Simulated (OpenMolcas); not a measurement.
**Levels of Sn⁺ by method**

```json
{
  "Program": "OpenMolcas 26.06",
  "Basis": "ANO-RCC-VQZP [8s7p5d3f2g]",
  "Scalar Hamiltonian": "DKH2, point nucleus",
  "Active space": "3 electrons in 9 orbitals (RAS2 5s 5p; RAS3 5d, at most 2 electrons)",
  "State averaging": "2S+1 = 4 odd, 1 root; 2S+1 = 2 odd, 8 roots; 2S+1 = 4 even, 3 roots; 2S+1 = 2 even, 9 roots",
  "Spin-orbit coupling": "RASSI with atomic mean-field integrals over the reference wave functions, term energies averaged over their components"
}
```

Methods on the same reference wave functions:
A. RASSCF
B. SS-RASPT2, IPEA 0.25 Eh, imaginary shift 0.1 Eh (closed shells correlated: 4d)

Energies in cm⁻¹ above 5s² 5p ²P°_1/2, the measured ground level; measured values from NIST Handbook of Basic Atomic Spectroscopic Data.

```tsv
Level	A	B	Measured
5s² 5p ²P°_1/2	0.0	0.0	0.0
5s² 5p ²P°_3/2	3748	3750	4251
5s 5p² ⁴P_1/2	39407	46630	46464
5s 5p² ⁴P_3/2	40896	48160	48368
5s 5p² ⁴P_5/2	42942	50150	50730
5s 5p² ²D_3/2	55687	59370	58844
5s 5p² ²D_5/2	56126	59880	59463
```

Deviations, from unrounded energies. A percentage is the sum of absolute deviations over the sum of measured energies, with the sign that they share, or ± where signs differ.

| Against measurement | Levels | A | B |
| --- | --- | --- | --- |
| mean absolute deviation (cm-1) | 6 | 4900 | 400 |
| fine structure of the ground term (%) | 1 | -11.9 | -11.8 |
| other configurations (%) | 5 | -10.9 | ±0.7 |

B lies closest to measurement on these levels. The largest miss of B in the table is 5s 5p² ⁴P_5/2, by -580 cm-1. The ranking rests on the paired levels alone, and a cruder setting can come out closer through cancelling errors.

The lowest spin-free term lies below A's lowest term by 0.454 hartree in B.

Term energies are means over components that CASPT2 splits; among the terms shown or strongly mixed into the levels shown the widest spread is 38 cm-1 (5s 5p² ²D, B). The run also gave levels led by 5s 5p 5d, which use shells meant for correlation; these and all levels above them are left out. Some terms mix strongly with configurations of 5d, whose occupation reaches 0.31 (5s 5p² ²D). Measured partners are found by configuration, term and J. A level has none where our copy of the source lacks it or the pairing is in doubt (some pairs that miss far off the trend of their configuration count as doubtful), and it then counts in no deviation. Levels of configurations outside the active space are missing. Levels that lie high or do not pair safely by name in every column are left out.

° marks odd parity.
